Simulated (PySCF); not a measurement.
# Electronic absorption of C5H9N3OSi

C₅H₉N₃OSi.
Atom-mapped SMILES: `[CH3:1][C:2](=[O:3])[c:4]1[n:5][n:6]([CH3:7])[n:8][c:9]1[SiH3:10]` (hydrogens: H11, H12, H13 on C1; H14, H15, H16 on C7; H17, H18, H19 on Si10)

Cartesian coordinates in Å at the PBE0-D3(BJ)/def2-SVP level; atoms count from 1:
```xyz
19
C5H9N3OSi angstrom
C     -2.2877   -1.1104    1.6164
C     -1.7084   -0.7573    0.2780
O     -2.2959   -0.9365   -0.7697
C     -0.3596   -0.1623    0.2434
N      0.3865    0.0920    1.3191
N      1.4753    0.6220    0.8229
C      2.5920    1.0023    1.6514
N      1.5175    0.7349   -0.4920
C      0.3510    0.2420   -0.9129
Si    -0.1789    0.1485   -2.7148
H     -2.3531   -0.2105    2.2470
H     -1.6232   -1.8122    2.1429
H     -3.2815   -1.5531    1.4810
H      2.2130    1.2513    2.6488
H      3.3137    0.1754    1.7270
H      3.0815    1.8712    1.1968
H      0.9427    0.7093   -3.5263
H     -0.4137   -1.2666   -3.1150
H     -1.4028    0.9669   -2.9394
```

Computed, not measured: TDDFT PBE0/def2-SVPD, vertical, gas phase, core orbitals frozen in the response in PySCF.

Predict the UV-vis stick spectrum at this level.

```
state  E (eV)  ν̃ (cm⁻¹)       f  |μ| (D)  main configurations (H = HOMO, L = LUMO)
   S1    4.04      32580  0.0001     0.09                                 H→L (96%)
   S2    5.45      43940   0.167     2.84                               H-1→L (95%)
   S3    5.82      46920  0.0007     0.18                               H-3→L (87%)
   S4    6.01      48490  0.0006     0.16                               H→L+1 (93%)
   S5    6.08      49000   0.012     0.72                H-2→L (57%), H-1→L+1 (38%)
   S6    6.21      50120  0.0004     0.13                   H-4→L (80%), H-5→L (9%)
   S7    6.55      52860  0.0037     0.39                             H-3→L+1 (89%)
   S8    6.71      54120   0.399     3.96                H-1→L+1 (55%), H-2→L (36%)
   S9    6.91      55730  0.0004     0.13                  H-5→L (81%), H-4→L (11%)
  S10    7.18      57910   0.011     0.62                               H-6→L (82%)
```

Triplets (Tamm–Dancoff): T1 3.50 eV, H→L (94%); T2 4.15 eV, H-1→L (85%); T3 4.87 eV, H-1→L+1 (43%), H-2→L (25%), H-2→L+1 (19%); T4 5.11 eV, H-1→L+1 (46%), H-2→L (40%).

The lowest singlet lies at 4.04 eV (307 nm, ultraviolet) and is dark (f under 0.0005); its leading configuration is HOMO→LUMO (96%). The most intense listed level is S8 at 6.71 eV (185 nm, f = 0.399), 2.67 eV above S1. Löwdin shares by element: HOMO oxygen 60%, carbon 28% or more; LUMO carbon 34% or more, oxygen 24%, nitrogen 16% or more (atoms not listed hold the other 25%). Orbital energies (eV): HOMO-3 -8.90, HOMO-2 -8.80, HOMO-1 -7.92, HOMO -7.69, LUMO -1.64, LUMO+1 -0.56, LUMO+2 0.47. Weighted by f, the mean energy of these states is 6.35 eV. The oscillator strengths of these states sum to 0.595; summed over the whole spectrum of an exact calculation they would give the number of electrons, 82 (Thomas–Reiche–Kuhn). No computed singlet lies in the visible range (380 to 750 nm); the lowest, at 307 nm, stands 0.78 eV above its violet end (3.26 eV). The vertical ionisation energy (ΔSCF) is 9.59 eV, 2.41 eV above S10. Singlets were solved by full linear response, triplets in the Tamm–Dancoff approximation.

One conformer stands for the species.
